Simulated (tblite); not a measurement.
Record of a relaxation.

C₃H₉FSeSi.
Atom-mapped SMILES: `[CH3:1][C@@H:2]([SeH:3])[SiH2:4][CH2:5][F:6]` (hydrogens: H7, H8, H9 on C1; H10 on C2; H11 on Se3; H12, H13 on Si4; H14, H15 on C5)

Computed with GFN2-xTB (tblite), gas phase: L-BFGS steps from a force-field or distance-geometry start until the largest atomic force falls under 0.01 eV/Å. 7 of its 121 geometries are shown.

Step 0: E = -560.6155 eV, largest atomic force 1.782 eV/Å
```
atom  x, y, z in Å  |  force x, y, z in eV/Å
C1     -2.072   -0.259   -0.008   -1.185   0.310  -0.413
C2     -0.726   -0.022   -0.646   -0.130  -0.495   0.394
Se3    -0.811    1.690   -1.557    0.245   1.097  -0.715
Si4     0.631    0.125    0.619   -0.069   0.768   1.606
C5      2.157   -0.846    0.183    0.448  -0.191  -1.317
F6      3.199   -0.329    0.914    0.089  -0.397  -0.059
H7     -2.829   -0.054   -0.799    0.116  -0.247   0.588
H8     -2.212   -1.294    0.319    0.138   0.276   0.124
H9     -2.272    0.453    0.815    0.172  -0.519  -0.351
H10    -0.510   -0.853   -1.332   -0.101   0.537  -0.367
H11    -0.141    2.731   -0.635   -0.453  -0.913  -0.417
H12     0.123   -0.282    1.948    0.069  -0.030  -0.157
H13     1.017    1.546    0.707    0.131  -0.146   0.153
H14     2.387   -0.671   -0.907    0.144  -0.316   0.877
H15     2.054   -1.926    0.358    0.385   0.266   0.054
```

Step 20: E = -561.0729 eV, largest atomic force 0.202 eV/Å
```
atom  x, y, z in Å  |  force x, y, z in eV/Å
C1     -2.113   -0.207   -0.021    0.017  -0.012   0.017
C2     -0.740    0.061   -0.610    0.168  -0.054   0.099
Se3    -0.723    1.676   -1.776   -0.001  -0.026  -0.108
Si4     0.654    0.185    0.715    0.117  -0.137  -0.065
C5      2.179   -0.843    0.147   -0.033   0.015   0.019
F6      3.274   -0.467    0.902   -0.056  -0.013  -0.028
H7     -2.885   -0.130   -0.781   -0.084   0.027  -0.081
H8     -2.128   -1.219    0.372   -0.037  -0.080   0.088
H9     -2.354    0.475    0.787    0.014   0.133   0.030
H10    -0.529   -0.740   -1.326    0.091   0.063  -0.027
H11    -0.414    2.655   -0.761   -0.055   0.015   0.067
H12     0.151   -0.390    1.965   -0.034  -0.029   0.043
H13     1.108    1.560    0.948   -0.055   0.004  -0.055
H14     2.460   -0.689   -0.899   -0.019   0.043   0.030
H15     2.057   -1.918    0.315   -0.034   0.050  -0.030
```

Step 40: E = -561.1314 eV, largest atomic force 0.091 eV/Å
```
atom  x, y, z in Å  |  force x, y, z in eV/Å
C1     -2.060   -0.120   -0.026   -0.087   0.023  -0.011
C2     -0.657    0.022   -0.577   -0.053   0.010  -0.061
Se3    -0.544    1.591   -1.804    0.011   0.004   0.041
Si4     0.679    0.135    0.788    0.074   0.013   0.042
C5      2.184   -0.842    0.121    0.054  -0.007  -0.029
F6      3.290   -0.635    0.917   -0.001   0.022   0.038
H7     -2.798   -0.158   -0.825   -0.029  -0.008  -0.035
H8     -2.132   -1.038    0.554   -0.028   0.020   0.021
H9     -2.302    0.721    0.618   -0.024   0.000   0.054
H10    -0.453   -0.806   -1.262    0.041  -0.057  -0.006
H11    -0.915    2.576   -0.806    0.019  -0.031  -0.020
H12     0.183   -0.513    2.008    0.006   0.002  -0.009
H13     1.036    1.531    1.044    0.019  -0.014   0.006
H14     2.470   -0.533   -0.889    0.016   0.005  -0.002
H15     2.016   -1.923    0.117   -0.019   0.019  -0.029
```

Step 60: E = -561.1441 eV, largest atomic force 0.060 eV/Å
```
atom  x, y, z in Å  |  force x, y, z in eV/Å
C1     -2.106   -0.083   -0.022   -0.005  -0.007   0.020
C2     -0.682   -0.016   -0.542   -0.019  -0.025   0.001
Se3    -0.501    1.512   -1.806    0.023   0.019  -0.014
Si4     0.689    0.105    0.798   -0.046  -0.006  -0.029
C5      2.222   -0.805    0.100    0.000   0.003  -0.002
F6      3.277   -0.672    0.978    0.001   0.002   0.002
H7     -2.814   -0.122   -0.850   -0.019  -0.003   0.022
H8     -2.239   -0.973    0.589    0.013  -0.026   0.005
H9     -2.345    0.785    0.589    0.039   0.030   0.004
H10    -0.500   -0.878   -1.192    0.017  -0.007  -0.003
H11    -0.921    2.511   -0.845    0.026   0.000  -0.025
H12     0.246   -0.581    2.014   -0.018   0.010   0.014
H13     1.051    1.501    1.042   -0.036   0.014   0.046
H14     2.560   -0.396   -0.855    0.022   0.006  -0.020
H15     2.060   -1.879   -0.020    0.003  -0.010  -0.022
```

Step 80: E = -561.1769 eV, largest atomic force 0.068 eV/Å
```
atom  x, y, z in Å  |  force x, y, z in eV/Å
C1     -2.141    0.021    0.048    0.008   0.000  -0.011
C2     -0.745   -0.151   -0.518    0.003  -0.010   0.017
Se3    -0.374    1.188   -1.951   -0.055  -0.001   0.040
Si4     0.627   -0.016    0.809    0.021  -0.020  -0.008
C5      2.273   -0.634    0.052   -0.009   0.010  -0.011
F6      3.196   -0.805    1.064    0.008   0.005  -0.009
H7     -2.895    0.010   -0.737   -0.003   0.026  -0.026
H8     -2.356   -0.793    0.738    0.013   0.003   0.009
H9     -2.221    0.958    0.596   -0.011   0.007  -0.027
H10    -0.683   -1.099   -1.061    0.012   0.008   0.003
H11    -0.631    2.343   -1.113    0.021  -0.025  -0.024
H12     0.287   -0.876    1.945   -0.014  -0.007   0.018
H13     0.761    1.390    1.201    0.006  -0.004   0.032
H14     2.717    0.076   -0.651   -0.015  -0.020  -0.009
H15     2.179   -1.604   -0.445    0.015   0.026   0.005
```

Step 100: E = -561.1840 eV, largest atomic force 0.058 eV/Å
```
atom  x, y, z in Å  |  force x, y, z in eV/Å
C1     -2.151    0.080    0.056   -0.021   0.009   0.004
C2     -0.763   -0.204   -0.483   -0.002   0.022   0.002
Se3    -0.337    1.028   -1.992    0.006   0.010   0.006
Si4     0.608   -0.095    0.849   -0.006   0.013   0.021
C5      2.278   -0.547    0.031   -0.012  -0.004  -0.014
F6      3.216   -0.804    1.010   -0.001   0.025  -0.007
H7     -2.900    0.038   -0.734    0.006   0.013  -0.007
H8     -2.411   -0.658    0.813    0.009  -0.009   0.017
H9     -2.189    1.066    0.514   -0.015   0.005   0.001
H10    -0.755   -1.182   -0.972    0.024  -0.023  -0.007
H11    -0.494    2.246   -1.224    0.011  -0.022   0.002
H12     0.308   -1.047    1.920    0.003  -0.015  -0.011
H13     0.683    1.278    1.358   -0.019   0.022   0.004
H14     2.684    0.259   -0.585    0.006   0.007   0.011
H15     2.219   -1.448   -0.583    0.011  -0.053  -0.021
```

Step 120: E = -561.1872 eV, largest atomic force 0.010 eV/Å
```
atom  x, y, z in Å  |  force x, y, z in eV/Å
C1     -2.162    0.069    0.047    0.002   0.002   0.000
C2     -0.765   -0.198   -0.480    0.001   0.000   0.002
Se3    -0.329    1.050   -1.972    0.003  -0.004  -0.004
Si4     0.599   -0.093    0.859   -0.001  -0.004   0.001
C5      2.258   -0.549    0.020    0.001  -0.002   0.000
F6      3.239   -0.691    0.980    0.000   0.006   0.001
H7     -2.901    0.024   -0.752   -0.001  -0.001   0.004
H8     -2.418   -0.674    0.800   -0.002   0.003  -0.001
H9     -2.217    1.054    0.508    0.000   0.001   0.004
H10    -0.741   -1.173   -0.977   -0.004   0.004  -0.001
H11    -0.365    2.249   -1.163   -0.006   0.002   0.001
H12     0.306   -1.058    1.923   -0.004  -0.001  -0.007
H13     0.667    1.278    1.375   -0.001  -0.005  -0.002
H14     2.611    0.220   -0.671    0.001  -0.004  -0.001
H15     2.214   -1.501   -0.518    0.009   0.001   0.004
```

**Question.** Summarise the path.

**Answer.** The energy falls by 55.16 kJ/mol from step 0 to step 120; nine tenths of that is first reached at step 39. It falls at every step. The largest force goes from 1.782 to 0.010 eV/Å. Among the bonds Se3–H11 changes most, from 1.543 to 1.448 Å; the atoms move by 0.657 Å rms after alignment.

What follows is the cost of the whole relaxation. On Arm Neoverse N1, one thread, shared host with 64 logical CPUs at a one-minute load of 64, this took 1.3 s wall.
